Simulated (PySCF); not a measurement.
The numbers are results of r2SCAN-D4/def2-TZVP (PySCF 2.14.0), not measurements. Isolated molecules, 0 K electronic values unless said otherwise. One relaxed conformer stands for a flexible species; it need not be the lowest. Excitations are Tamm–Dancoff values on a coarser integration grid. The basis has no diffuse functions, so Rydberg states are missing or too high.

Reference species (SMILES): `[H]/N=C(\N)OC` (neutral, multiplicity 1).

| Quantity | Value |
|---|---|
| S1 oscillator strength | 0.004 |
| S1 excitation (TDA) | 6.82 eV |
| HOMO | -5.98 eV |
| T1 excitation (TDA) | 5.69 eV |

Changed species: `C/N=C(/N)O`.

Give the shifts of the S1 oscillator strength, S1 excitation (TDA), HOMO and T1 excitation (TDA).

the S1 oscillator strength stays essentially unchanged; the S1 excitation (TDA) falls by 0.52 eV, to 6.30 eV; the HOMO rises by 0.36 eV, to -5.62 eV; the T1 excitation (TDA) decreases by 0.49 eV, to 5.20 eV.
